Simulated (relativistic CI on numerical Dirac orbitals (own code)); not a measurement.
W2+: 5d valence photoemission

Computed with this model: Dirac-Coulomb-Breit CI, KLI orbitals optimised for each configuration, model QED (radiative potential, 1s self-energy scaled to tabulated hydrogen-like ionisation energies), valence Slater integrals scaled by 0.8, multiplet model of photoemission in the sudden approximation; configurations [Xe] 4f14 5d4 → [Xe] 4f14 5d3; 300 K; Lorentzian 0.3 eV and Gaussian 0.5 eV FWHM. Energies are those of the free ion, without screening or charge transfer. The energies are binding energies and can lie tens of eV above those of solids. S is read from ⟨S²⟩ = S(S + 1).

Field parameters in Wybourne normalisation: Td as Oh with Dq negative (B⁴₀ = 21Dq, B⁴₄ = √(5/14) B⁴₀). The field is a parameter set, without covalency.

free ion: ground-state S = 1.86, centroid 24.89 eV. Peaks (eV, height): 24.5 (100), 25.8 (33).

Td, 10Dq = -6800 cm⁻¹: ground-state S = 1.69, centroid 24.89 eV. Peaks (eV, height): 24.4 (100), 25.2 (42), 26.1 (23).

Td, 10Dq = -11100 cm⁻¹: ground-state S = 0.98, centroid 24.82 eV. Peaks (eV, height): 24.5 (100).

Td, 10Dq = -15400 cm⁻¹: ground-state S = 0.42, centroid 25.00 eV. Peaks (eV, height): 24.8 (100).

Td, 10Dq = -19750 cm⁻¹: ground-state S = 0.23, centroid 25.30 eV. Peaks (eV, height): 25.2 (100).

Strongest unbroadened transitions for Td, 10Dq = -11100 cm⁻¹:

| Energy (eV) | Relative strength |
| --- | --- |
| 24.46 | 100.0 |
| 24.81 | 0.9 |
| 25.05 | 2.8 |
| 25.27 | 22.7 |
| 25.88 | 6.7 |
| 26.20 | 0.2 |
| 26.51 | 2.7 |
| 26.56 | 1.9 |
| 26.81 | 0.3 |
| 27.30 | 0.1 |
| 27.32 | 1.1 |
| 27.45 | 0.4 |
| 27.76 | 0.3 |
| 27.91 | 0.1 |
| 28.44 | 0.2 |
| 28.49 | 0.2 |
| 28.58 | 0.2 |
| 29.13 | 0.1 |
